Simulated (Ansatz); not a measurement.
Process, species as SMILES: F[S] (F-S) → F atom + S atom
B3LYP-D3(BJ)/def2-TZVP geometries, fixed; electronic energies without zero-point terms.

Effect of the final integration grid (spheres per factor e of radius in core and valence, angular degree) at PBE/def2-TZVPP with Ansatz (a quantum-chemistry and plane-wave program), against the last row, where the atomisation energy is 94.64 kcal/mol. Open shells are unrestricted. The default's grid is 13, 11, 36.

```json
[
 {"setting": "accuracy: medium (default)", "largest shift of a total energy (mEh)": "0.000", "shift of the atomisation energy (kcal/mol)": "0.000"},
 {"setting": "final_grid: 4, 3, 11", "largest shift of a total energy (mEh)": "1.116", "shift of the atomisation energy (kcal/mol)": "-0.638"},
 {"setting": "final_grid: 6, 5, 17", "largest shift of a total energy (mEh)": "-0.066", "shift of the atomisation energy (kcal/mol)": "0.039"},
 {"setting": "final_grid: 8, 7, 23", "largest shift of a total energy (mEh)": "-0.002", "shift of the atomisation energy (kcal/mol)": "0.001"},
 {"setting": "final_grid: 10, 9, 29", "largest shift of a total energy (mEh)": "0.002", "shift of the atomisation energy (kcal/mol)": "-0.001"},
 {"setting": "final_grid: 18, 15, 47", "largest shift of a total energy (mEh)": "0.000", "shift of the atomisation energy (kcal/mol)": "0.000"},
 {"setting": "final_grid: 26, 22, 59", "largest shift of a total energy (mEh)": "0.000", "shift of the atomisation energy (kcal/mol)": "0.000"}
]
```

Within 0.3 kcal/mol in the atomisation energy: accuracy: medium (default); final_grid: 6, 5, 17; final_grid: 8, 7, 23; final_grid: 10, 9, 29; final_grid: 18, 15, 47. The largest shift is 1.116 mEh in a total energy and 0.638 kcal/mol in the difference.
